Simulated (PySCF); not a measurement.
In(OH)2(OSiH3), SMILES [OH][In]([OH])[O][SiH3] (H₅InO₃Si) (PBE0/def2-SVP optimised geometry):

```
10

In    -0.502     0.797     1.162
O     -1.542     2.361     0.517
H     -1.475     3.115     1.114
O      0.583     0.664     2.827
H      0.575     1.479     3.341
O     -0.570    -0.800     0.000
Si     0.043    -2.335     0.000
H      1.542    -2.335     0.000
H     -0.428    -3.040    -1.230
H     -0.413    -3.115     1.196
```

Calculation: PySCF 2.14.0 with PBE0/def2-TZVP, def2 effective core potentials past Kr.

Q: What are the frontier orbital energies and the dipole moment?

A: HOMO-2 -8.91 eV, HOMO-1 -8.46 eV, HOMO -8.39 eV, LUMO -2.31 eV, LUMO+1 -0.76 eV; dipole moment 3.31 D.

On the same geometry PySCF 2.14.0 with PBE/def2-TZVP, def2 effective core potentials past Kr gives HOMO-2 -7.21 eV, HOMO-1 -7.05 eV, HOMO -6.93 eV, LUMO -3.22 eV, LUMO+1 -1.48 eV; dipole moment 3.24 D.
